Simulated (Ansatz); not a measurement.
The first iterations of a band of Cl3FH4OPTa (11 atoms, charge 0, multiplicity 1).

Computed with RKS PBE/def2-SVP (Ansatz 0.2.0).

```json
{
 "movable images": "9",
 "climbing image": "yes",
 "spring": "5.0 eV/Å²",
 "optimiser": "quadratic models (default)",
 "start path": "through a guess of the saddle point",
 "force threshold": "0.5 eV/Å",
 "iteration limit": "15",
 "end points": "relaxed"
}
```

Initial state:

```xyz
11
Properties=species:S:1:pos:R:3
Ta 0.070 -0.085 0.148
O 1.724 -1.045 0.159
H 2.235 -1.501 0.850
Cl -0.065 -0.582 2.478
F 0.619 0.775 -1.455
Cl -1.571 1.612 0.487
Cl -1.338 -1.692 -0.736
P 1.558 2.057 1.163
H 1.078 2.692 2.347
H 1.665 3.202 0.315
H 2.939 1.935 1.524
```

Final state:

```xyz
11
Properties=species:S:1:pos:R:3
Ta -0.170 0.466 0.338
O 2.052 -0.219 0.476
H 2.134 -1.198 0.490
Cl -0.354 -0.010 2.641
F 0.354 1.162 -1.344
Cl -2.363 1.119 0.094
Cl -0.145 -1.803 -0.355
P 0.978 2.610 1.155
H 1.742 2.293 2.329
H 2.089 2.791 0.263
H 2.597 0.158 1.194
```

| iteration | highest image above the first end (eV) | largest band force component (eV/Å) |
| --- | --- | --- |
| 1 | 5.116 | 6.038 |
| 2 | 3.424 | 2.100 |
| 3 | 2.409 | 1.923 |

Problem. Does the band converge within its limit, and where does its top end?

Solution. The run converged. It ended after 9 iterations with the highest image 1.636 eV above the first end. The threshold of 0.5 eV/Å is loose, so the images may lie well off the minimum-energy path. The order of the stationary point at the top wasn't checked. The orbitals stay closed-shell, which can raise the energy where a bond breaks towards radicals; this wasn't checked here.

Time of the run: 12 min on 4 threads of AMD EPYC 7571, with other jobs on the host, peak memory 0.29 GiB.
